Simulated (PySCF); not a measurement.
Constitutional and geometric isomers with formula C4H8Si. Gas-phase values, no solvent. One relaxed conformer stands for each flexible species; it need not be the lowest. Strings in code marks are SMILES. All members: neutral, multiplicity 1. Level: B3LYP-D3(BJ)/def2-TZVP (PySCF), beside PBE-D3(BJ)/def2-TZVP // B3LYP-D3(BJ)/def2-TZVP (PySCF) at the same geometries. B3LYP has the VWN-RPA correlation part, as in Gaussian.  Orbital energies are measured against the vacuum level.

```json
[
 {"species": "`C[C@@H]1CC1=[SiH2]`", "LUMO, PBE (eV)": "-1.88", "LUMO, B3LYP-D3(BJ) (eV)": "-1.24"},
 {"species": "`C=CC[SiH]=C` (C–C–C–Si torsion -104°, C–C–Si–C torsion -114°)", "LUMO, PBE (eV)": "-1.82", "LUMO, B3LYP-D3(BJ) (eV)": "withheld"},
 {"species": "`CCC=C=[SiH2]` (C–C–C–C torsion 117°)", "LUMO, PBE (eV)": "-1.76", "LUMO, B3LYP-D3(BJ) (eV)": "-1.13"},
 {"species": "`C=C=[Si](C)C`", "LUMO, PBE (eV)": "-1.26", "LUMO, B3LYP-D3(BJ) (eV)": "-0.46"},
 {"species": "`C=C=CC[SiH3]` (C–C–C–Si torsion 106°)", "LUMO, PBE (eV)": "-0.86", "LUMO, B3LYP-D3(BJ) (eV)": "-0.13"},
 {"species": "`C1CC12C[SiH2]2`", "LUMO, PBE (eV)": "-0.66", "LUMO, B3LYP-D3(BJ) (eV)": "-0.07"}
]
```

**Question.** Fit y = a + b·x, y being the LUMO at the first level, to the 5 complete rows by least squares, with x = the PBE value in eV. Give a, b and the rms residual, and predict the withheld value.

**Answer.** Means of the 5 rows: x̄ = -1.284, ȳ = -0.606 eV. Σ(x − x̄)² = 1.1515 and Σ(x − x̄)(y − ȳ) = 1.1671, so b = 1.014 and a = ȳ − b·x̄ = 0.696 eV. The rms residual is 0.076 eV. At x = -1.82 the line gives -1.15 eV. The run for `C=CC[SiH]=C` (C–C–C–Si torsion -104°, C–C–Si–C torsion -114°) gave -1.14 eV, so the line is off by 0.01 eV, within twice the rms residual.

Codes: PySCF.
